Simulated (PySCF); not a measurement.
## Excitation energy of Mg by level of theory

Mg [Ne] 3s2 (1S) → Mg [Ne] 3s1 3d1, s spin flipped, as a difference of total energies. Computed with PySCF 2.14 in aug-cc-pVDZ (5s4p2d, 27 functions), with no relativity, point nucleus. Correlated levels: valence: [Ne] frozen. The calculations carry no spin-orbit coupling.

| method | excitation energy (eV) |
| --- | --- |
| UHF | 6.493 |
| LDA | 6.761 |
| PBE | 6.426 |
| PBE0 | 6.518 |
| r2SCAN | 6.195 |
| BHandHLYP | 6.779 |
| TPSSh | 6.381 |
| BP86 | 6.318 |
| B2PLYP | 6.769 |
| MP2 (valence) | 6.902 |
| SCS-MP2 (valence) | 6.984 |

Problem. How much does correlation contribute at MP2 (valence)?

Solution. 6.902 − (6.493) = 0.409 eV, measured against UHF.

The upper determinant mixes two multiplicities, so it lies between the two terms.

The promoted electron is Rydberg-like, and one or two diffuse shells describe it only roughly, which tends to raise the upper state.

In the upper state the promoted electron has a positive orbital energy at LDA, PBE, PBE0, r2SCAN, BHandHLYP, TPSSh, BP86, B2PLYP, so the basis confines it.
